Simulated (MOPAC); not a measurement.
MOPAC input (PM6):

```
PM6 FORCE THERMO(298,298) PRECISE LET GEO-OK AUX(PRECISION=9) THREADS=1
H2F2O2Si

O     1.46812965 1   -0.45881978 1   -0.06277166 1
Si   -0.00111930 1   -0.03592002 1    0.01720644 1
O    -1.06999119 1   -1.11361140 1    0.21732124 1
F    -0.13739329 1    0.99110340 1    1.18413502 1
F    -0.34513358 1    0.73723638 1   -1.29387448 1
H     2.31519637 1   -0.73239678 1   -0.10569146 1
H    -1.67136623 1   -1.76096037 1    0.33381788 1
```

Output:

```
 *******************************************************************************
 **                                                                           **
 **                              MOPAC v23.2.5                                **
 **                                                                           **
 *******************************************************************************
 ** MOPAC's Digital Object Identifier: https://doi.org/10.5281/zenodo.6511958 **
 **                                                                           **
 ** Please cite the open-source release paper for use of this MOPAC version:  **
 ** J. E. Moussa and J. J. P. Stewart (2026)                                  **
 ** MOPAC: An open-source semiempirical molecular orbital program             **
 ** J. Open Source Softw., 11(119), 8025, https://doi.org/10.21105/joss.08025 **
 *******************************************************************************

                              PM6 CALCULATION RESULTS

 *******************************************************************************
 *  PM6        - The PM6 Hamiltonian to be used
 *  GEO-OK     - OVERRIDE INTERATOMIC DISTANCE AND OTHER SAFETY CHECKS
 *  LET        - OVERRIDE SOME SAFETY CHECKS
 *  PRECISE    - TIGHTER CRITERIA TO BE USED
 *  FORCE      - FORCE CALCULATION SPECIFIED
 *  AUX        - OUTPUT AUXILIARY INFORMATION
 *  THERMO     - THERMODYNAMIC QUANTITIES TO BE CALCULATED
 *******************************************************************************
PM6 FORCE THERMO(298,298) PRECISE LET GEO-OK AUX(PRECISION=9) THREADS=1
 H2F2O2Si

   ATOM   CHEMICAL          X               Y               Z
  NUMBER   SYMBOL      (ANGSTROMS)     (ANGSTROMS)     (ANGSTROMS)

     1       O          1.46812965  *  -0.45881978  *  -0.06277166  *
     2      Si         -0.00111930  *  -0.03592002  *   0.01720644  *
     3       O         -1.06999119  *  -1.11361140  *   0.21732124  *
     4       F         -0.13739329  *   0.99110340  *   1.18413502  *
     5       F         -0.34513358  *   0.73723638  *  -1.29387448  *
     6       H          2.31519637  *  -0.73239678  *  -0.10569146  *
     7       H         -1.67136623  *  -1.76096037  *   0.33381788  *

          CARTESIAN COORDINATES

    NO.       ATOM           X           Y           Z

     1         O          1.4681     -0.4588     -0.0628
     2        Si         -0.0011     -0.0359      0.0172
     3         O         -1.0700     -1.1136      0.2173
     4         F         -0.1374      0.9911      1.1841
     5         F         -0.3451      0.7372     -1.2939
     6         H          2.3152     -0.7324     -0.1057
     7         H         -1.6714     -1.7610      0.3338

 General Reference for PM6:
 "Optimization of Parameters for Semiempirical Methods V: Modification of NDDO Approximations
 and Application to 70 Elements", J. J. P. Stewart, J. Mol. Mod., 13, 1173-1213 (2007)
 URL: https://link.springer.com/article/10.1007/s00894-007-0233-4

           Empirical Formula: H2 O2 Si F2  =     7 atoms

      MOLECULAR POINT GROUP   :   C2v

      RHF CALCULATION, NO. OF DOUBLY OCCUPIED LEVELS = 16
[...]
 REDUCED MASS        3.9952         Si2 -- F 4         +16.5% ( 52.1%)     94.0%
 EFFECTIVE MASS     19.8703         O 3 -- H 7         +14.3% ( 48.5%)     94.0%
 FORCE CONSTANT      0.9595         O 1 -- H 6         +14.3% ( 48.5%)     94.0%

 VIBRATION         11    3B1         ATOM PAIR     ENERGY CONTRIBUTION    RADIAL
 FREQUENCY           769.12         Si2 -- F 4         +34.5% ( 80.1%)     84.9%
 TRANSITION DIPOLE   5.8135         Si2 -- F 5         +34.5% ( 80.1%)     84.8%
 TRAVEL (Ang.)       0.0948         Si2 -- O 3         +15.5% ( 53.8%)      0.0%
 REDUCED MASS        9.7454         O 1 -- Si2         +15.5% ( 53.8%)      0.0%
 EFFECTIVE MASS     23.4803
 FORCE CONSTANT      3.3965

 VIBRATION         12    5A1         ATOM PAIR     ENERGY CONTRIBUTION    RADIAL
 FREQUENCY           818.79         O 1 -- Si2         +25.5% ( 73.0%)     57.6%
 TRANSITION DIPOLE   5.7859         Si2 -- O 3         +25.5% ( 73.0%)     57.6%
 TRAVEL (Ang.)       0.1002         Si2 -- F 5         +19.6% ( 63.9%)     56.8%
 REDUCED MASS        8.1969         Si2 -- F 4         +19.6% ( 63.9%)     56.7%
 EFFECTIVE MASS     22.4517
 FORCE CONSTANT      3.2378

 VIBRATION         13    3B2         ATOM PAIR     ENERGY CONTRIBUTION    RADIAL
 FREQUENCY           891.14         O 1 -- Si2         +30.4% ( 81.9%)     89.4%
 TRANSITION DIPOLE   6.1679         Si2 -- O 3         +30.4% ( 81.9%)     89.4%
 TRAVEL (Ang.)       0.0887         Si2 -- F 4         +14.1% ( 55.7%)      0.0%
 REDUCED MASS        9.6182         Si2 -- F 5         +14.1% ( 55.7%)      0.0%
 EFFECTIVE MASS     22.0373
 FORCE CONSTANT      4.5002

 VIBRATION         14    4B2         ATOM PAIR     ENERGY CONTRIBUTION    RADIAL
 FREQUENCY          2382.54         O 3 -- H 7         +49.8% ( 70.8%)    100.0%
 TRANSITION DIPOLE   2.3006         O 1 -- H 6         +49.8% ( 70.8%)    100.0%
 TRAVEL (Ang.)       0.2439         Si2 -- O 3          +0.2% (  4.1%)     91.7%
 REDUCED MASS        0.4759         O 1 -- Si2          +0.2% (  4.1%)     91.7%
 EFFECTIVE MASS      1.2817
 FORCE CONSTANT      1.5915

 VIBRATION         15    6A1         ATOM PAIR     ENERGY CONTRIBUTION    RADIAL
 FREQUENCY          2395.01         O 1 -- H 6         +49.8% ( 70.4%)    100.0%
 TRANSITION DIPOLE   1.3967         O 3 -- H 7         +49.8% ( 70.4%)    100.0%
 TRAVEL (Ang.)       0.2431         O 1 -- Si2          +0.2% (  4.4%)     95.1%
 REDUCED MASS        0.4764         Si2 -- O 3          +0.2% (  4.4%)     95.1%
 EFFECTIVE MASS      1.2894
 FORCE CONSTANT      1.6100

      SYMMETRY NUMBER FOR POINT-GROUP C2v =  2

          SYSTEM IS A GROUND STATE

 H2F2O2Si

          MOLECULE IS NOT LINEAR

          THERE ARE 15 GENUINE VIBRATIONS IN THIS SYSTEM
          THIS THERMODYNAMICS CALCULATION IS LIMITED TO
          MOLECULES WHICH HAVE NO INTERNAL ROTATIONS

                    CALCULATED THERMODYNAMIC PROPERTIES
                                          *
   TEMP. (K)   PARTITION FUNCTION   H.O.F.    ENTHALPY  HEAT CAPACITY ENTROPY
                                   KCAL/MOL   CAL/MOLE    CAL/K/MOL  CAL/K/MOL

 298.00  VIB.     0.8098D+01                  2157.7980    15.8686    11.3974
         ROT.     0.4959D+05                   888.2803     2.9808    24.4657
         INT.     0.4016D+06                  3046.0783    18.8494    35.8632
         TRA.     0.9682D+27                  1480.4672     4.9680    39.7187
         TOT.                     -347.882    4526.5455    23.8175    75.5818

   *: NOTE: HEATS OF FORMATION ARE RELATIVE TO THE
            ELEMENTS IN THEIR STANDARD STATE AT 298K
              (=  Standard Enthalpy of Formation).

            Hvib:  Zero-point energy is not included.
                   frequencies of less than zero cm-1 are not included.
            Hrot = (3/2)RT
            Htra = (3/2)RT + pV = (5/2)RT

            Heat capacity is Cp, not Cv

          For more information, see: HTTP://OpenMOPAC.net/Manual/thermochemistry.html

           FORCE CONSTANT IN CARTESIAN COORDINATES (Millidynes/A)

    ATOM   CHEMICAL       X               Y               Z
   NUMBER   SYMBOL  FORCE CONSTANT  FORCE CONSTANT  FORCE CONSTANT

      1       O        5.764518        0.623326        0.620612
      2      Si        7.146930        6.450840        5.349924
      3       O        1.756551        4.631291        0.620613
      4       F        0.665440        1.234323        2.292263
      5       F        0.666064        1.231314        2.294648
      6       H        3.256661        0.176645        0.176387
      7       H        0.826640        2.606666        0.176388

 **********************
 *                    *
 * JOB ENDED NORMALLY *
 *                    *
 **********************

 == MOPAC DONE ==
```
